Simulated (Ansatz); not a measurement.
CH₁₀GeO₂Si₂ (SMILES C[Si](O)(O)[SiH2][GeH3]), singlet, at a GFN2-xTB geometry; R2SCAN/6-31G* in Ansatz (a program for electronic structure).

The Ansatz input:
Ansatz 0.2 input:
```yaml
crystal:
  periodic: [false, false, false]
  atoms:
    - {symbol: Si, position_ang: [-1.52580145, -0.23171072, 0.36290671]}
    - {symbol: C, position_ang: [-2.20012988, -0.94786051, 1.99742852]}
    - {symbol: O, position_ang: [-2.79362491, 0.21423079, -0.57715409]}
    - {symbol: O, position_ang: [-0.74873837, -1.36855749, -0.51306728]}
    - {symbol: Si, position_ang: [0.24330775, 1.23142088, 0.44596058]}
    - {symbol: Ge, position_ang: [1.97389822, 0.06702274, -0.60435321]}
    - {symbol: H, position_ang: [-2.63328802, -0.17182393, 2.62177139]}
    - {symbol: H, position_ang: [-2.97357498, -1.69185096, 1.81947634]}
    - {symbol: H, position_ang: [-1.41312174, -1.42386530, 2.57313929]}
    - {symbol: H, position_ang: [-3.44123011, 0.84067908, -0.27250926]}
    - {symbol: H, position_ang: [-1.21096175, -2.10721803, -0.90321955]}
    - {symbol: H, position_ang: [0.63158383, 1.60261086, 1.81638745]}
    - {symbol: H, position_ang: [0.00366461, 2.51791650, -0.22904906]}
    - {symbol: H, position_ang: [3.32069488, 0.75093159, -0.65482833]}
    - {symbol: H, position_ang: [2.31028405, -1.25337107, 0.02340838]}
    - {symbol: H, position_ang: [1.73580312, -0.28290189, -2.04221637]}
basis:
  gaussian:
    orbitals: 6-31G*
hamiltonian:
  xc: r2scan
```

The log (banner, timings and long lists left out):

```
Functional definition: r2SCAN
1660 factors; their error is unknown
mean field evaluation 1: about -77544.8736 eV, gradient 8.0e1 eV
mean field evaluation 2: about -77525.4376 eV, gradient 1.3e2 eV
mean field evaluation 4: about -77556.5508 eV, gradient 5.8e0 eV
mean field evaluation 8: about -77556.6313 eV, gradient 8.5e-2 eV
mean field evaluation 16: about -77556.5278 eV, gradient 1.6e-4 eV
mean field -77556.52781953 eV, -2850.1498276652 hartree, gradient 5.2e-5 eV, S^2 0.000000; 0 other end points of the search recorded, 0 dependent functions left out
reference -77556.52783422 eV, -2850.1498282048 hartree; 46, 46 occupied and 92, 92 virtual orbitals, 1660 factors
Total energy: -77556.52783422 eV, -2850.1498282048 hartree
```
